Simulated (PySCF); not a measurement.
# P⁺ (phosphorus, charge +1) across methods

[Ne] 3s1 3p3, high-spin 5S determinant (an excited configuration). Computed with PySCF 2.14 in def2-TZVPPD (6s5p4d1f, 48 functions), with the non-relativistic Hamiltonian (point nucleus).

| method | E (hartree) | mean ε 2p β (eV) | mean ε 3s α (eV) | mean ε 3p α (eV) | Σ⟨r²⟩ (bohr²) | ⟨S²⟩ |
| --- | --- | --- | --- | --- | --- | --- |
| PBE0 | -340.5475 | -141.14 | -27.666 | -17.480 | 21.10 | 6.000 |
| LDA | -339.3885 | -135.25 | -25.164 | -16.024 | 21.25 | 6.000 |
| TPSSh | -340.6889 | -138.09 | -26.458 | -16.690 | 21.07 | 6.000 |
| B3LYP | -340.6781 | -140.18 | -26.973 | -16.985 | 21.14 | 6.000 |
| r2SCAN | -340.6684 | -137.48 | -26.250 | -16.501 | 21.02 | 6.000 |
| PBE | -340.5094 | -135.23 | -25.279 | -16.063 | 21.16 | 6.000 |
| UHF | -340.20299 | -157.67 | -34.238 | -21.222 | 21.24 | 6.000 |
| B97-3 | -340.6220 | -141.73 | -27.602 | -17.349 | 21.09 | 6.000 |
| r2SCAN0 | -340.6658 | -142.75 | -28.295 | -17.760 | 21.02 | 6.000 |
